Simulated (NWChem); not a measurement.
**Spin states of HSn**

```xyz
2

Sn     0.0000     0.0000     0.0355
H      0.0000     0.0000    -1.7725
```
Charge 0, spin multiplicity 2.

Everything below was run with NWChem. All single points use one geometry, from UPBE/def2-SVP with def2 effective core potentials on Sn, a minimum by its harmonic frequencies.

Basis set: def2-TZVP. The gap is E(quartet) − E(doublet) at the geometry of the doublet, so a negative value puts the higher spin lower. Open shells are unrestricted. The quartet is the single determinant that the SCF runs reached, with unpaired electrons in orbitals of symmetry a1 and b1 and b2 (C2v labels); it need not be the lowest quartet, which in molecules with degenerate π orbitals can need several determinants.

Effective core potentials replace the inner electrons of Sn; spin-orbit coupling is left out. The correlated methods keep 4 core orbitals frozen. B3LYP has NWChem's definition, with VWN1-RPA local correlation. This spin state was chosen for the runs; another may lie lower. The structure started from a generated list of species. The unpaired electrons of the parent sit in orbitals of symmetry b2 (C2v labels of the run); other states weren't searched. The stability of the SCF solutions was not checked. Open-shell Hartree-Fock references start from PBE0 orbitals.

Task: One of these methods gave a vertical doublet-quartet gap of 29.4 kcal/mol. Which?
(A) HF
(B) PBE0
(C) MP2
(D) B3LYP

Result: A, HF. The others give 49.8 (B3LYP), 44.2 (PBE0), 42.7 (MP2).
